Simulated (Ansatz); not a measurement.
Mulliken charges of `[F][Ga][Cl]` radical from ωB97M-V/def2-TZVPP in Ansatz (PBE0-D4/def2-TZVP geometry).

```tsv
atom	x (Å)	y (Å)	z (Å)	charge (e)
F1	-1.421	0.296	-0.755	-0.355
Ga2	0.066	0.650	0.112	0.579
Cl3	1.344	-1.010	0.629	-0.225
```

Problem. By hand: the dipole of these point charges (1 e Å = 4.8032 D).

Solution. Σ q r = (0.240, 0.499, 0.191) e Å, of length 0.586 e Å = 2.81 D.

Problem. How does the dipole of the full density compare? (Estimate.)

Solution. Ansatz gave: (0.173, 0.384, 0.141) e Å, 2.13 D; the point charges give 1.32 times that, at 1° from its direction.

Point charges leave out the atoms' own dipoles, such as those of lone pairs, and Mulliken's split depends on the basis, so the two needn't agree.
